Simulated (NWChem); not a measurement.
System: BHClF; SMILES B(F)Cl

```xyz
4

B     -0.5351    -0.5572     0.0000
H     -1.7222    -0.7465     0.0000
F      0.2948    -1.5725     0.0000
Cl     0.1167     1.0616     0.0000
```
Atoms are numbered in this order, from 1.

Computed with NWChem. Pople sets run with spherical d functions. The geometry was optimised at PBE0/def2-SVP. GIAO values for the isolated, static molecule; σ is the absolute isotropic shielding, δ = σ(reference) − σ with the isolated reference molecule computed at the same levels (11B: boron trifluoride, 19F: trichlorofluoromethane, 1H: tetramethylsilane).

| level | δ B1 (ppm) | δ H2 (ppm) | δ F3 (ppm) | σ Cl4 (ppm) |
|---|---|---|---|---|
| B3LYP/6-31G* | 30.5 | 5.42 | 1.0 | 760.3 |
| KT2/pcSseg-1 | 27.5 | 5.41 | -19.4 | 713.6 |
| BHandHLYP/pcSseg-1 | 30.4 | 5.21 | 2.7 | 751.0 |
